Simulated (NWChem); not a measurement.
System: C₂H₆ClLa; SMILES [CH3][La]([Cl])[CH3]

The following NWChem deck was run.

```
start job
memory heap 200 mb stack 900 mb global 1100 mb
geometry units angstroms
  La    -0.343821    -0.060931     0.126749
  Cl     2.007367     0.352354    -0.742176
  C      0.181212    -1.881092     2.055827
  H     -0.201776    -2.882369     1.834628
  H     -0.183959    -1.613091     3.051689
  H      1.273158    -1.956309     2.116546
  C     -1.726751     1.615347    -1.480678
  H     -2.648410     2.036229    -1.070675
  H     -1.987043     1.133517    -2.429652
  H     -1.059410     2.452043    -1.718466
end
basis spherical
  * library def2-svp
end
ecp
  La library def2-ecp
end
dft
  xc pbe0
  iterations 150
end
driver
  maxiter 120
end
task dft optimize
```

NWChem printed, in part:

```
             Northwest Computational Chemistry Package (NWChem) 7.3.0
             --------------------------------------------------------

 C1  symmetry detected

                             Geometry "geometry" -> ""
                             -------------------------

 Output coordinates in angstroms (scale by  1.889725989 to convert to a.u.)

  No.       Tag          Charge          X              Y              Z
 ---- ---------------- ---------- -------------- -------------- --------------
    1 La                  57.0000    -0.37655979    -0.01074858    -0.00091845
    2 Cl                  17.0000     2.16289259     0.06066849     0.00025956
    3 C                    6.0000    -0.77152832    -2.68543997     0.00275042
    4 H                    1.0000    -1.20214843    -3.06979263    -0.92730538
    5 H                    1.0000    -1.39671817    -3.05618682     0.82043003
    6 H                    1.0000     0.21920484    -3.14090994     0.11537982
    7 C                    6.0000    -0.90867527     2.63935736     0.00314166
    8 H                    1.0000    -1.84274500     2.94956843     0.47851758
    9 H                    1.0000    -0.91435183     3.04643559    -1.01406964
   10 H                    1.0000    -0.08728574     3.12868570     0.53963429

 Effective nuclear repulsion energy (a.u.)     457.2179741786

                                Z-matrix (autoz)
                                --------

 Units are Angstrom for bonds and degrees for angles

[...]

      ----------------------
      Optimization converged
      ----------------------

  Step       Energy      Delta E   Gmax     Grms     Xrms     Xmax
  ---- ---------------- -------- -------- -------- -------- --------
@   32    -571.20512578 -7.1D-08  0.00002  0.00001  0.00048  0.00095
                                     ok       ok       ok       ok

                                Z-matrix (autoz)
                                --------

 Units are Angstrom for bonds and degrees for angles

      Type          Name      I     J     K     L     M      Value     Gradient
      ----------- --------  ----- ----- ----- ----- ----- ---------- ----------
    1 Stretch                  1     2                       2.62428    0.00001
    2 Stretch                  1     3                       2.47907    0.00002
    3 Stretch                  1     7                       2.47879   -0.00001
    4 Stretch                  3     4                       1.11002    0.00001
    5 Stretch                  3     5                       1.10713    0.00002
    6 Stretch                  3     6                       1.10535    0.00001
    7 Stretch                  7     8                       1.10716    0.00001
    8 Stretch                  7     9                       1.10999    0.00001
    9 Stretch                  7    10                       1.10535    0.00000
   10 Bend                     1     3     4               110.28864   -0.00000
   11 Bend                     1     3     5               111.32149    0.00000
   12 Bend                     1     3     6               114.53438    0.00000
   13 Bend                     1     7     8               111.24371   -0.00000
   14 Bend                     1     7     9               110.39611    0.00001
   15 Bend                     1     7    10               114.50569   -0.00000
   16 Bend                     2     1     3               110.66254    0.00001
   17 Bend                     2     1     7               110.66490   -0.00000
   18 Bend                     3     1     7               105.59947   -0.00000
   19 Bend                     4     3     5               106.40844    0.00000
   20 Bend                     4     3     6               106.78746    0.00000
   21 Bend                     5     3     6               107.07380   -0.00000
   22 Bend                     8     7     9               106.44185   -0.00000
   23 Bend                     8     7    10               107.08572    0.00000
   24 Bend                     9     7    10               106.74453   -0.00001
   25 Torsion                  2     1     3     4        -134.52192   -0.00000
   26 Torsion                  2     1     3     5         107.60010   -0.00000
   27 Torsion                  2     1     3     6         -14.04231   -0.00000
   28 Torsion                  2     1     7     8        -110.14737    0.00000
   29 Torsion                  2     1     7     9         131.91334   -0.00000
   30 Torsion                  2     1     7    10          11.42935   -0.00000
   31 Torsion                  3     1     7     8           9.64469    0.00000
   32 Torsion                  3     1     7     9        -108.29460    0.00000
   33 Torsion                  3     1     7    10         131.22141    0.00000
   34 Torsion                  4     3     1     7         105.68446   -0.00000
   35 Torsion                  5     3     1     7         -12.19352   -0.00000
   36 Torsion                  6     3     1     7        -133.83593   -0.00000

[...]
```

Level: PBE0/def2-SVP with def2 effective core potentials on La. Not confirmed as a minimum by frequencies. def2 effective core potentials on La; no spin-orbit coupling.
